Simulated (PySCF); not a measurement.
# Two-component Hartree-Fock for Er⁴⁸⁺ (erbium, charge +48)

Start: [Ar] 3d2; 3d3/2 filled at m_j = +1/2, +3/2. Calculated with PySCF 2.14 in an uncontracted even-tempered set (15 s from 12 bohr⁻², ratio 2.8; 12 p from 16 bohr⁻², ratio 2.8; 8 d from 16 bohr⁻², ratio 2.8; 3 f from 49 bohr⁻², ratio 3): generalised Hartree-Fock with the X2C-1e Hamiltonian and a Gaussian nucleus; one run each with spin-orbit coupling (SO) switched off, then screened by Boettger's factors.

```tsv
spinor shell	electrons	ε, spin-free (eV)	ε, screened SO (eV)	weight of nominal j (screened SO)	rms radius, screened SO (bohr)
1s1/2	2	-60837.8	-60822.4	1.000	0.0231
2s1/2	2	-12805.6	-12799.6	1.000	0.0926
2p1/2	2	-11680.5	-12343.7	1.000	0.0790
2p3/2	4	-11680.5	-11398.3	1.000	0.0855
3s1/2	2	-4831.6	-4829.8	1.000	0.228
3p1/2	2	-4478.1	-4649.0	1.000	0.218
3d3/2	2	-4148.6	-4175.0	0.998	0.197
```

Task: Where does 3p3/2 lie, and what is the 3p spin-orbit splitting (screened SO)?

Result: At -4404.1 eV, 244.96 eV above 3p1/2.

```
   quantity     spin-free   screened SO
E (hartree)  -11007.07711  -11019.80674
        M_J             2             2
       ⟨J²⟩         8.000         6.017
       ⟨L²⟩        12.000        10.192
       ⟨S²⟩         2.000         1.535
```

Each row is a mean over spinors that exchange with the open shell spreads, by up to 29.936 eV (3p1/2).

Breit and QED terms are absent; they matter most for the inner s and p1/2 levels.

Densities and radii are taken from the X2C orbitals without a picture-change correction, which distorts them close to the nucleus.

Without spin-orbit coupling the j labels of p, d and f shells carry no meaning; the spin-free column gives the mean over the occupied spinors of each nl shell, and its ⟨J²⟩ belongs to a mixture of degenerate components.
